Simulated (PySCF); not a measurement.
Mo(2+): excitation energy

Mo(2+) [Kr] 4d4 (5D) → Mo(2+) [Kr] 4d3 5p1 (high-spin determinant), as a difference of total energies. All numbers are calculated (PySCF 2.14, scalar relativity by spin-free X2C-1e, in x2c-TZVPPall with one added diffuse shell each of s, p, d, f type (9s7p7d3f1g, 95 functions)). Correlated levels: valence and next inner shell: [Ar] 3d10 frozen. The calculations carry no spin-orbit coupling.

```json
{"method": "UHF", "excitation energy (eV)": "9.187"}
{"method": "MP2 (valence and next inner shell)", "excitation energy (eV)": "9.610"}
{"method": "SCS-MP2 (valence and next inner shell)", "excitation energy (eV)": "9.478"}
{"method": "CCSD (valence and next inner shell)", "excitation energy (eV)": "9.485"}
{"method": "CCSD(T) (valence and next inner shell)", "excitation energy (eV)": "9.472"}
```

**Question.** How much does correlation contribute at CCSD(T) (valence and next inner shell)?

**Answer.** 9.472 − (9.187) = 0.285 eV, measured against UHF.

A first-order spin-orbit estimate (lowest level to lowest level, LS coupling) adds -0.157 eV.

The determinant of the upper state mixes LS terms, which raises its energy above the lowest term, most at the Hartree-Fock and MP2 levels.
